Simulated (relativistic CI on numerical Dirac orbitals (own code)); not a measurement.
## V+: K-beta X-ray emission

Computed with this model: Dirac-Coulomb-Breit CI, separate exchange-only KLI orbitals for each configuration, QED by a radiative potential, valence Slater integrals scaled by 0.9, multiplet model of X-ray emission after core ionisation; configurations [Ar] 3d4 → 1s 2s2 2p6 3s2 3p6 3d4 → [Ne] 3s2 3p5 3d4; 300 K; Lorentzian 1.6 eV and Gaussian 1 eV FWHM. Energies are those of the free ion, without screening or charge transfer. S is read from ⟨S²⟩ = S(S + 1).

Field parameters in Wybourne normalisation: Td as Oh with Dq negative (B⁴₀ = 21Dq, B⁴₄ = √(5/14) B⁴₀). The field is a parameter set, without covalency.

free ion: ground-state S = 2.00, centroid 5424.53 eV. Peaks (eV, height): 5410.8 (32), 5416.0 (24), 5427.8 (100), 5430.2 (66).

Td, 10Dq = -6600 cm⁻¹: ground-state S = 2.00, centroid 5424.78 eV. Peaks (eV, height): 5410.8 (28), 5415.6 (24), 5427.6 (100), 5430.0 (72).

Strongest unbroadened transitions for free ion:

```
Energy (eV)  Relative strength
    5416.02               43.0
    5416.11               44.9
    5426.59               47.7
    5426.92               40.4
    5427.81               81.6
    5427.87               63.8
    5427.88               56.1
    5427.97               90.8
    5427.99               40.6
    5428.12              100.0
    5428.31               92.5
    5430.30               53.1
    5430.33               59.2
    5430.34               43.1
    5430.38               76.1
    5430.44               62.8
    5430.46               43.6
    5430.53               58.0
```
